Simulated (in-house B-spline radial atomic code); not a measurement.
Ionisation energies with and without relativity, with size and susceptibility from the Dirac run. Dirac energy differences include first-order Breit, QED and recoil terms. NIST's values go from ground level to ground level; the uncertainty of those that are theory runs from under 0.1 % in few-electron ions to several per cent in heavy many-electron ones. Computed with an all-electron radial atomic-structure program (B-spline basis): non-relativistic Hartree-Fock and Dirac-Hartree-Fock, averages of the configuration (point nuclei without relativity, finite nuclei with it).

Some pairs differ by more than the removed electron.

```
ion      configuration  configuration after  ionisation non-relativistic (eV)  ionisation Dirac Breit and QED (eV)  tabulated value (eV)  tabulated kind  radius at density 0.001 (bohr)  diamagnetic susceptibility (10⁻⁶ cm³/mol)
 Cl       [Ne] 3s2 3p5         [Ne] 3s2 3p4                            12.670                               12.651              12.96763        measured                           3.888                                     -21.84
 Ar       [Ne] 3s2 3p6         [Ne] 3s2 3p5                            14.775                               14.753              15.75961        measured                           3.716                                    -20.571
  K           [Ar] 4s1         [Ne] 3s2 3p6                             4.006                                4.020              4.340664        measured                           4.348                                    -40.347
 Ca           [Ar] 4s2             [Ar] 4s1                             5.120                                5.140              6.113156        measured                           5.146                                    -44.512
 Sc       [Ar] 3d1 4s2         [Ar] 3d1 4s1                             5.489                                5.520               6.56149        measured                           5.034                                     -41.81
 Ti       [Ar] 3d2 4s2         [Ar] 3d2 4s1                             5.795                                5.836               6.82812        measured                           4.924                                    -39.413
  V       [Ar] 3d3 4s2             [Ar] 3d4                             6.604                                6.846              6.746187        measured                           4.824                                    -37.294
 Cr       [Ar] 3d5 4s1             [Ar] 3d5                             5.552                                5.630               6.76651        measured                           4.451                                    -31.336
 Mn       [Ar] 3d5 4s2         [Ar] 3d5 4s1                                 ?                                    ?                     ?        measured                               ?                                          ?
 Fe       [Ar] 3d6 4s2         [Ar] 3d6 4s1                             6.791                                6.878              7.902468        measured                           4.573                                    -32.173
 Co       [Ar] 3d7 4s2             [Ar] 3d8                                 ?                                    ?                     ?        measured                               ?                                          ?
 Ni       [Ar] 3d8 4s2             [Ar] 3d9                                 ?                                    ?                     ?        measured                               ?                                          ?
 Cu      [Ar] 3d10 4s1            [Ar] 3d10                             6.408                                6.560               7.72638        measured                           4.113                                    -25.148
 Zn      [Ar] 3d10 4s2        [Ar] 3d10 4s1                             7.635                                7.786              9.394197        measured                           4.313                                    -27.234
 Ga  [Ar] 3d10 4s2 4p1        [Ar] 3d10 4s2                             5.477                                5.444              5.999302        measured                           4.502                                    -32.111
```

**Question.** Fill in the row of Mn.

**Answer.** ionisation non-relativistic (eV): 6.562; ionisation Dirac Breit and QED (eV): 6.636; tabulated value (eV): 7.434038; radius at density 0.001 (bohr): 4.65; diamagnetic susceptibility (10⁻⁶ cm³/mol): -33.709.

**Question.** Fill in the row of Co.

**Answer.** ionisation non-relativistic (eV): 6.198; ionisation Dirac Breit and QED (eV): 6.640; tabulated value (eV): 7.88101; radius at density 0.001 (bohr): 4.502; diamagnetic susceptibility (10⁻⁶ cm³/mol): -30.775.

**Question.** Fill in the row of Ni.

**Answer.** ionisation non-relativistic (eV): 6.115; ionisation Dirac Breit and QED (eV): 6.618; tabulated value (eV): 7.639878; radius at density 0.001 (bohr): 4.435; diamagnetic susceptibility (10⁻⁶ cm³/mol): -29.496.
